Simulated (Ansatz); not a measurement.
Ansatz (a quantum-chemistry and plane-wave program) input for C₂H₆Se, SMILES C[Se]C (connectivity only; charge and spin as stated), charge +1, multiplicity 2, PBE-D3(BJ)/def2-SVP. 

Ansatz 0.2 input:
```yaml
crystal:
  periodic: [false, false, false]
  atoms:
    - {symbol: C, position_ang: [1.48297936, -0.00000000, 0.78882183]}
    - {symbol: Se, position_ang: [-0.00000000, 0.00000000, -0.45689656]}
    - {symbol: C, position_ang: [-1.48297935, -0.00000000, 0.78882184]}
    - {symbol: H, position_ang: [1.40957037, 0.90267480, 1.41699777]}
    - {symbol: H, position_ang: [2.40983217, 0.00000000, 0.20031500]}
    - {symbol: H, position_ang: [1.40957038, -0.90267479, 1.41699777]}
    - {symbol: H, position_ang: [-1.40957036, 0.90267480, 1.41699778]}
    - {symbol: H, position_ang: [-2.40983216, 0.00000000, 0.20031502]}
    - {symbol: H, position_ang: [-1.40957036, -0.90267479, 1.41699779]}
basis:
  gaussian:
    orbitals: def2-SVP
hamiltonian:
  xc: pbe
  dispersion: d3bj
total_charge: 1
magnetization: {spin_polarized: true, initial_magnetization: 1}
relax: {f_tol: 0.002, max_steps: 200}
```

Program output:

```
WARN ansatz: RAYON_NUM_THREADS=1 ignored (pool sized by the plan → 1); use --threads N
Functional definition: PBE
integrals: 0.04 GiB planned
1010 factors; their error is unknown
mean field: 0.28 GiB planned
mean field evaluation 1: about -67471.0579 eV, gradient 6.3e1 eV
mean field evaluation 2: about -67431.8430 eV, gradient 9.4e1 eV
mean field evaluation 4: about -67490.6820 eV, gradient 6.3e0 eV
mean field evaluation 8: about -67490.8441 eV, gradient 4.7e-2 eV
mean field evaluation 16: about -67490.7271 eV, gradient 3.1e-5 eV
mean field -67490.72708489 eV, -2480.2384735117 hartree, gradient 3.1e-5 eV, S^2 0.752247; 0 other end points of the search recorded, 0 dependent functions left out
the calculation of the forces begins
reference -67490.72711537 eV, -2480.2384746321 hartree; 26, 25 occupied and 64, 65 virtual orbitals, 1010 factors
relax step   1: F+E_penalty+E_count = -67490.88906196 eV  Δ(F+E_penalty+E_count) = +0.000e0 eV  max|allowed force component| = 2.546e-1 eV/Å  Δτ_max = 0.0000 Å  (30 SCF iters, accepted)
these checks for a lower state are left out or cut short: starts, cluster_reference, orbital_swaps, neighbouring_geometries, increment
integrals: 0.04 GiB planned
1010 factors; their error is unknown
mean field: 0.28 GiB planned
mean field -67490.73426874 eV, -2480.2387375136 hartree, gradient 9.2e-6 eV, S^2 0.752233; 0 other end points of the search recorded, 0 dependent functions left out
the calculation of the forces begins
reference -67490.73429934 eV, -2480.2387386378 hartree; 26, 25 occupied and 64, 65 virtual orbitals, 1010 factors
relax step   2: F+E_penalty+E_count = -67490.89606873 eV  Δ(F+E_penalty+E_count) = -7.007e-3 eV  max|allowed force component| = 1.066e-1 eV/Å  Δτ_max = 0.0089 Å  (30 SCF iters, accepted)
these checks for a lower state are left out or cut short: starts, cluster_reference, orbital_swaps, neighbouring_geometries, increment
integrals: 0.04 GiB planned
1010 factors; their error is unknown
mean field: 0.28 GiB planned
mean field evaluation 32: about -67490.7352 eV, gradient 2.3e-5 eV
mean field -67490.73523640 eV, -2480.2387730742 hartree, gradient 2.3e-5 eV, S^2 0.752218; 0 other end points of the search recorded, 0 dependent functions left out
the calculation of the forces begins
reference -67490.73526703 eV, -2480.2387742000 hartree; 26, 25 occupied and 64, 65 virtual orbitals, 1010 factors
relax step   3: F+E_penalty+E_count = -67490.89693172 eV  Δ(F+E_penalty+E_count) = -8.630e-4 eV  max|allowed force component| = 1.619e-2 eV/Å  Δτ_max = 0.0040 Å  (24 SCF iters, accepted)
these checks for a lower state are left out or cut short: starts, cluster_reference, orbital_swaps, neighbouring_geometries, increment
integrals: 0.04 GiB planned
1010 factors; their error is unknown
mean field: 0.28 GiB planned
mean field -67490.73516684 eV, -2480.2387705181 hartree, gradient 6.3e-5 eV, S^2 0.752214; 0 other end points of the search recorded, 0 dependent functions left out
the calculation of the forces begins
reference -67490.73519748 eV, -2480.2387716439 hartree; 26, 25 occupied and 64, 65 virtual orbitals, 1010 factors
relax step   4: F+E_penalty+E_count = -67490.89694533 eV  Δ(F+E_penalty+E_count) = -1.362e-5 eV  max|allowed force component| = 7.432e-3 eV/Å  Δτ_max = 0.0020 Å  (23 SCF iters, accepted)
these checks for a lower state are left out or cut short: starts, cluster_reference, orbital_swaps, neighbouring_geometries, increment
integrals: 0.04 GiB planned
1010 factors; their error is unknown
mean field: 0.28 GiB planned
mean field -67490.73520766 eV, -2480.2387720181 hartree, gradient 4.1e-5 eV, S^2 0.752214; 0 other end points of the search recorded, 0 dependent functions left out
the calculation of the forces begins
reference -67490.73523829 eV, -2480.2387731439 hartree; 26, 25 occupied and 64, 65 virtual orbitals, 1010 factors
relax step   5: F+E_penalty+E_count = -67490.89695641 eV  Δ(F+E_penalty+E_count) = -1.108e-5 eV  max|allowed force component| = 4.270e-4 eV/Å  Δτ_max = 0.0010 Å  (21 SCF iters, accepted)
integrals: 0.04 GiB planned
1010 factors; their error is unknown
mean field: 0.28 GiB planned
mean field -67490.73520766 eV, -2480.2387720181 hartree, gradient 4.1e-5 eV, S^2 0.752214; 1 other end points of the search recorded, 0 dependent functions left out
the calculation of the forces begins
reference -67490.73523829 eV, -2480.2387731439 hartree; 26, 25 occupied and 64, 65 virtual orbitals, 1010 factors
Total energy: -67490.89698705 eV, -2480.2447173009 hartree
Atom 0 at     1.482368     0.000000     0.784825 Å, force     0.000255     0.000000    -0.000046 eV/Å
Atom 1 at     0.000000     0.000000    -0.451596 Å, force    -0.000000    -0.000000    -0.000427 eV/Å
Atom 2 at    -1.482368    -0.000000     0.784825 Å, force    -0.000255    -0.000000    -0.000046 eV/Å
Atom 3 at     1.416272     0.906982     1.423145 Å, force     0.000214    -0.000052     0.000078 eV/Å
Atom 4 at     2.414531    -0.000000     0.189368 Å, force    -0.000255     0.000000     0.000104 eV/Å
Atom 5 at     1.416272    -0.906981     1.423145 Å, force     0.000214     0.000052     0.000078 eV/Å
Atom 6 at    -1.416272     0.906982     1.423145 Å, force    -0.000214    -0.000052     0.000078 eV/Å
Atom 7 at    -2.414531     0.000000     0.189368 Å, force     0.000255     0.000000     0.000104 eV/Å
Atom 8 at    -1.416272    -0.906981     1.423145 Å, force    -0.000214     0.000052     0.000078 eV/Å
Dipole moment:     0.000000     0.000000     0.391311 e Å
```

The run converged.

Cost: roughly 17 core-seconds.
